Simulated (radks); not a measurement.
Values are calculated unless marked as measured or tabulated.
Neutral samarium inside a hard spherical wall (all orbitals vanish at R), configuration held at [Xe] 4f6 6s2 and not refilled when levels cross. Code: a radial shooting solver on a logarithmic mesh with Libxc functionals. Model: scalar-relativistic Kohn-Sham, r2SCAN, spin-unpolarised, spherical densities, finite nucleus; meta-GGA in the generalised Kohn-Sham scheme; Fermi nuclear charge, rms radius 5.0819 fm. Eigenvalues in eV, with the zero of energy where the potential of the charges vanishes at infinity; a dash marks a level that is unbound or too diffuse for the functional's potential to be trusted. A positive occupied level is held by the wall or, in an anion where self-interaction has pushed it up, behind a barrier. The pressure on the wall is -dE/dV.

| R (bohr) | E (hartree) | kinetic (hartree) | e(5s) | e(5p) | e(6s) | e(4f) | e(5d, empty) | e(6p, empty) | pressure (GPa) |
|---|---|---|---|---|---|---|---|---|---|
| free | -10427.6236 | 11145.758 | -44.680 | -24.153 | -3.653 | -2.245 | -1.545 | -1.106 | 0 |
| 20 | -10427.6236 | 11145.758 | -44.680 | -24.153 | -3.653 | -2.245 | -1.545 | -1.106 | < 0.0001 |
| 12 | -10427.6231 | 11145.764 | -44.636 | -24.109 | -3.622 | -2.202 | -1.506 | -1.023 | 0.00802 |
| 10 | -10427.6201 | 11145.789 | -44.470 | -23.945 | -3.493 | -2.040 | -1.361 | -0.753 | 0.0775 |
| 8 | -10427.6012 | 11145.902 | -43.863 | -23.349 | -2.939 | -1.445 | -0.815 | 0.258 | 0.744 |
| 6 | -10427.4865 | 11146.396 | -42.084 | -21.638 | -0.587 | 0.334 | 0.960 | 4.106 | 8.19 |
| 5 | -10427.2686 | 11147.211 | -40.189 | -19.862 | 3.107 | 2.323 | 3.149 | 9.673 | 33.0 |
| 4 | -10426.5791 | 11149.786 | -36.346 | -16.211 | 13.186 | 6.680 | 8.234 | 23.530 | 182 |
| 3.5 | -10425.6589 | 11153.243 | -32.550 | -12.379 | 24.942 | 11.252 | 13.733 | 38.478 | 508 |
| 2.5 | -10418.3417 | 11178.713 | -11.888 | 10.989 | 97.338 | 35.424 | 46.250 | 122.16 | 6260 |
| 2 | -10403.1558 | 11226.309 | 22.439 | 51.509 | 213.50 | 67.661 | 99.241 | 248.60 | 30400 |
